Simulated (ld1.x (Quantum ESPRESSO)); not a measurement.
**Rh (Z = 45): one change to a TM potential, before and after**

rhodium (Rh), norm-conserving Troullier–Martins (Kleinman–Bylander form), made with ld1.x (Quantum ESPRESSO) 7.5 (PBE, scalar-relativistic). Core [Ar] 3d10, reference 4s2 4p6 4d7 5s0 5p0 (charge +2). Waves: 4s (bound): rc 1.65 bohr; 4p (bound): rc 1.20 bohr; 4d (bound): rc 1.70 bohr. Local part: the d channel. Core correction: Bessel-smoothed model core inside 1.05 bohr.

All-electron outer shells of the reference configuration (PBE, scalar-relativistic, ld1.x):

```csv
shell,level (eV),outermost node (bohr),outermost maximum (bohr)
3d,-321.78,–,0.29
4s,-103.45,0.47,0.88
4p,-71.24,0.47,0.94
4d,-25.74,0.46,1.13
5s,-19.67,1.17,2.35
5p,-13.78,1.31,2.84
```

Change: all radii but the core radius scaled by about 1.39 (s 2.30, p 1.66, d 2.36 bohr).

Cutoffs: the cutoffs (Ry, on a coarse ladder) from which the occupation-weighted sum of valence levels, in a spherical-Bessel basis at the reference potential, stays within 10 and 1 mRy of its value at 400 Ry; they do not see the model core or the augmentation charge, which bear on the density cutoff. Errors are all-electron minus pseudo energies relative to the spin-unpolarised reference configuration.

What does the change do?

The potential gets softer (110 Ry and 160 Ry → 45 Ry and 70 Ry); of the 7 tests that both files solve, the error grows in 6 and shrinks in 1 by more than 15 % and 0.3 meV (median size 607.4 → 2476.0 meV); neither file shows a bound ghost at the reference potential, the only one tested. A larger radius leaves more room for a smooth pseudo-wave, so fewer plane waves are needed.

| quantity | base | changed |
| --- | --- | --- |
| cutoff, loose | 110 Ry | 45 Ry |
| cutoff, tight | 160 Ry | 70 Ry |
| loose cutoff by channel (10 mRy a level) | s 35 Ry, p 70 Ry, d 45 Ry | s 15 Ry, p 30 Ry, d 35 Ry |
| bound ghosts | none | none |
| error for 4s2 4p6 4d8 5s1 5p0, meV [ΔE -26.97 eV] | +607 | +2476 |
| error for 4s2 4p6 4d8 5s0 5p0, meV [ΔE -19.51 eV] | +0.3 | -18 |
| error for 4s2 4p6 4d6 5s0 5p0, meV [ΔE 32.50 eV] | -1.6 | -1.2 |
| error for 4s2 4p6 4d7 5s1 5p0, meV [ΔE -15.84 eV] | +981 | +3853 |
| error for 4s2 4p5 4d8 5s1 5p0, meV [ΔE 29.66 eV] | +1071 | +4295 |
| error for 4s2 4p6 4d7 5s1 5p1, meV [ΔE -20.35 eV] | +848 | +3366 |
| error for 4s2 4p6 4d9 5s0 5p0, meV [ΔE -27.88 eV] | -2.1 | -75 |

Changed file: These tests converged, but a pseudo level misses the all-electron one widely, so the file describes the atom poorly there or has found another state: 4s2 4p6 4d8 5s1 5p0: 5s by 1.7 eV; 4s2 4p6 4d8 5s0 5p0: empty 5s by 3.2 eV; 4s2 4p6 4d6 5s0 5p0: empty 5s by 7.2 eV; 4s2 4p6 4d7 5s1 5p0: 5s by 2.8 eV; 4s2 4p5 4d8 5s1 5p0: 5s by 3.3 eV; 4s2 4p6 4d7 5s1 5p1: 5s by 2.7 eV.
